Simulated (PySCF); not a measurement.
CH8ClO2Si3 (doublet state).
Cartesian coordinates in Å at the GFN2-xTB level; atoms count from 1:
```
atom  x, y, z in Å
C1     1.0019    1.6639   -1.0526
Si2    0.2902    0.9028    0.5247
O3     1.0999   -0.4170    0.9652
Si4    1.5578   -1.9862    0.9166
O5    -1.2629    0.5049    0.2093
Si6   -2.4871   -0.5196    0.0332
Cl7   -1.8271   -2.2832   -0.6537
H8     0.4729    2.5745   -1.3168
H9     2.0501    1.9156   -0.9249
H10    0.9245    0.9818   -1.8963
H11    0.2428    1.7444    1.7096
H12    2.8694   -1.9626    1.5498
H13    1.5020   -2.4714   -0.4544
H14   -3.0954   -0.7360    1.3386
H15   -3.3435    0.0961   -0.9702
```

The hyperfine couplings belong to this conformer and change with its torsions.

The species is `C[Si@H](O[SiH2])O[SiH2]Cl` [radical].

Computed with UKS B3LYP, pcH-1 on C Cl H O Si, non-relativistic, mean-field spin-orbit, GIAO (PySCF 2.14.0). Geometry: GFN2-xTB, one conformer, isolated molecule. A GFN2-xTB geometry isn't a minimum of the functional, and hyperfine couplings can be far from their values at a DFT geometry, by a factor of two or more for some ions and for spin on atoms past the first row. Stability of the SCF solution: not tested.

Where do the isotropic ENDOR lines of C1, H12/H13, H11 and Si2 fall at 334.5 mT, to first order?

ν± = |νn ± a/2|, one line for each electron-spin manifold; νn = |g_N| × 7.62259 MHz/T × B.

```json
{"nuclei": "C1", "isotope": "13C", "g_N": "1.4048", "νn (MHz)": "3.58", "a_iso (MHz)": "2.14", "lower line (MHz)": "2.51", "upper line (MHz)": "4.65"}
{"nuclei": "H12/H13", "isotope": "1H", "g_N": "5.5857", "νn (MHz)": "14.24", "a_iso (MHz)": "95.81", "lower line (MHz)": "33.66", "upper line (MHz)": "62.15"}
{"nuclei": "H11", "isotope": "1H", "g_N": "5.5857", "νn (MHz)": "14.24", "a_iso (MHz)": "-1.22", "lower line (MHz)": "13.63", "upper line (MHz)": "14.85"}
{"nuclei": "Si2", "isotope": "29Si", "g_N": "-1.1106", "νn (MHz)": "2.83", "a_iso (MHz)": "1.27", "lower line (MHz)": "2.20", "upper line (MHz)": "3.47"}
```

The rows for 13C and 29Si, of low natural abundance, apply to labelled samples.

Which pairs are centred on the nuclear Larmor frequency, and which on half the coupling?

Centred on νn, since |a| < 2νn: C1, H11 and Si2. Centred on |a|/2 and split by 2νn: H12/H13.

Couplings of abundant isotopes left out: Cl7 (2.9 MHz).

Means are taken over nuclei equivalent by connectivity, which assumes that they swap fast.

The largest Mulliken spin population is on Si4 (+0.87). The angles at Si4 add up to 329.3°, so it is pyramidal.

On one thread, Arm Neoverse V2 (aarch64), shared host with 96 logical CPUs at a one-minute load of 34, this took 1.8 min (grids of density and orbitals included) and 1.1 GiB of memory at its peak.
